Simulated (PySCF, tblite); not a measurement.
Compound: allyl 2-hydroxypropanoate, C6H10O3.
Z-matrix (Å and degrees, GFN2-xTB geometry), rows numbered from 1:
```
C 
C   1  1.3186
C   2  1.4979  1  124.09
O   3  1.4357  2  111.15  1   122.35
C   4  1.3247  3  117.21  2    84.60
O   5  1.2065  4  125.46  3     1.03
C   5  1.5236  4  112.49  3   178.60
C   7  1.5367  5  108.03  4   -73.97
O   7  1.4002  5  109.42  4   163.87
H   1  1.0775  2  121.80  3    -0.09
H   1  1.0761  2  121.75  3   179.21
H   2  1.0813  1  121.38  3   179.97
H   3  1.0973  2  109.62  1  -117.84
H   3  1.0912  2  111.67  1     4.82
H   7  1.0955  5  109.67  4    45.58
H   8  1.0864  7  109.11  5  -177.22
H   8  1.0883  7  109.96  5   -58.10
H   8  1.0861  7  110.00  5    62.52
H   9  0.9702  7  107.39  5    24.44
```

Theory: PBE0/pcSseg-1 in PySCF (dipole) on a GFN2-xTB geometry, gas phase.

Take the most abundant isotopes and a rigid rotor. The values belong to one conformer with, in the numbering `[CH2:1]=[CH:2][CH2:3][O:4][C:5](=[O:6])[C@H:7]([CH3:8])[OH:9]`, C1–C2–C3–O4 122°, C2–C3–O4–C5 85°, C3–O4–C5–O6 1°, O4–C5–C7–C8 -74°, C5–C7–O9–H 24°.

(1) Give the principal moments of inertia and the rotational constants in GHz.

(2) What kind of rotor is it?

(3) Is it planar, by Δ = Ic − Ia − Ib?

(4) Give the other two planar moments, Paa and Pbb, and the rms extents of the mass along the axes.

(5) List the rotational levels J(Ka,Kc) to J = 2 (cm⁻¹).

(6) Which types of transition are allowed, and where do some lines up to J = 5 fall?

(7) Estimate the classical rotational partition function at 10 K, 25 K and 100 K.

## Answers

(1) Ia = 129.05, Ib = 638.24, Ic = 685.55 u·Å²; 505379 MHz·u·Å²/I gives 3916, 791.8 and 737.2 MHz, that is A = 3.9161, B = 0.7918, C = 0.7372 GHz.

(2) A near-prolate asymmetric top: κ = (2 × 791.8 − 3916 − 737.2)/(3916 − 737.2) = -0.97.

(3) Not planar: Δ = Ic − Ia − Ib = -81.73 u·Å². For a rigid frame Δ = −2 Σ m c², so Σ m c² = 40.87 u·Å² lies off the ab plane: 8.74 from hydrogen and 32.13 from heavier atoms. The atom farthest from that plane is 1.60 Å away.

(4) Paa = Σ m a² = (Ib + Ic − Ia)/2 = 597.37 and Pbb = Σ m b² = (Ia + Ic − Ib)/2 = 88.18 u·Å². With the mass M = 130.06 u, the rms extents √(P/M) along a, b and c are 2.14, 0.82, 0.56 Å.

(5) Above 0(0,0):
J = 1: 1(0,1) 0.0510, 1(1,1) 0.1552, 1(1,0) 0.1570
J = 2: 2(0,2) 0.1530, 2(1,2) 0.2554, 2(1,1) 0.2609, 2(2,1) 0.5735, 2(2,0) 0.5735
The levels of one J sum to (2J + 1)J(J + 1)(A + B + C)/3.

(6) The dipole components are |μa| = 2.13 D, |μb| = 1.92 D, |μc| = 0.30 D. Intensities carry the squares of the components, which stand as 1.00 : 0.81 : 0.02 (a : b : c). Some lines, for components of 0.1 D or more:

```csv
type,branch,"J(Ka,Kc)",MHz,lower level (cm⁻¹)
c,Q,"5(1,5) ← 5(0,5)",2762,0.764
c,Q,"4(1,4) ← 4(0,4)",2887,0.510
a,R,"2(0,2) ← 1(0,1)",3057,0.051
b,R,"4(0,4) ← 3(1,3)",3118,0.406
b,Q,"4(1,3) ← 4(0,4)",3434,0.510
c,R,"1(1,0) ← 0(0,0)",4708,0.000
b,R,"5(0,5) ← 4(1,4)",4744,0.606
a,R,"5(2,4) ← 4(2,3)",7644,0.931
a,R,"5(4,2) ← 4(4,1)",7647,2.192
a,R,"5(4,1) ← 4(4,0)",7647,2.192
a,R,"5(3,2) ← 4(3,1)",7648,1.456
c,Q,"4(2,3) ← 4(1,3)",9183,0.624
b,Q,"3(2,1) ← 3(1,2)",9295,0.417
c,R,"4(1,3) ← 3(0,3)",9543,0.306
b,Q,"5(2,4) ← 5(1,5)",9868,0.856
b,R,"2(2,1) ← 1(1,0)",12486,0.157
c,R,"2(2,0) ← 1(1,0)",12486,0.157
c,R,"2(2,1) ← 1(1,1)",12540,0.155
b,R,"2(2,0) ← 1(1,1)",12541,0.155
c,Q,"3(3,1) ← 3(2,1)",15755,0.727
c,R,"5(2,3) ← 4(1,3)",16851,0.624
b,R,"3(3,1) ← 2(2,0)",20345,0.574
c,R,"3(3,0) ← 2(2,0)",20345,0.574
c,Q,"4(4,1) ← 4(3,1)",22060,1.456
c,R,"5(3,3) ← 4(2,3)",23408,0.931
b,R,"4(4,0) ← 3(3,1)",28178,1.252
b,R,"5(5,1) ← 4(4,0)",36010,2.192
c,R,"5(5,1) ← 4(4,1)",36010,2.192
```

(7) Point group C1, symmetry number σ = 1; q = (√π/σ)·√((kT/h)³/(ABC)), k/h = 20836.6 MHz/K: 3530 at 10 K, 13900 at 25 K, 112000 at 100 K.

Its GFN2-xTB frequencies are all real (lowest 33 cm⁻¹). These are rigid-rotor constants of the computed structure; measured ground-state constants (B0) also hold zero-point vibration. A rigid rotor knows nothing of internal rotation, which can split or shift real lines.

Hardware: an x86-64 server with one thread, shared host. Cost: 50 s wall. This is the PBE0/pcSseg-1 job that gave the dipole, with the shieldings it also computed.
